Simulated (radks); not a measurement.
Task: These are the eigenvalues of the occupied orbitals of an atom or ion with whole-number occupations (eV). Method: Dirac Kohn-Sham, BLYP, spin-unpolarised, spherical densities, finite nucleus; Fermi nuclear charge, rms radius of each element as measured or else 0.836 A^(1/3) + 0.57 fm; computed with a radial shooting solver on a logarithmic mesh with Libxc functionals.

| orbital | eigenvalue |
|---|---|
| 1s1/2 | -45619.01 |
| 2s1/2 | -7949.089 |
| 2p1/2 | -7563.164 |
| 2p3/2 | -7002.436 |
| 3s1/2 | -2213.173 |
| 3p1/2 | -2048.488 |
| 3p3/2 | -1934.129 |
| 3d3/2 | -1649.688 |
| 3d5/2 | -1624.742 |
| 4s1/2 | -876.1659 |
| 4p1/2 | -810.5581 |
| 4p3/2 | -780.0909 |
| 4d3/2 | -671.0215 |

Which element is it, and in what charge state? The configuration may be excited. Open shells, if any, fill j = l - 1/2 first.

Result: Z = 61, promethium, charge +22: Pm22+ in [Kr] 4d3. The list shows which subshells hold electrons but not how many an open one holds; the 1s level, -1676.5 hartree, gives Z - s = 57.9 by -(Z - s)^2/2, which with screening and relativity narrows Z to a few neighbours, and the depths of the outer levels then fix element, charge and occupations together.
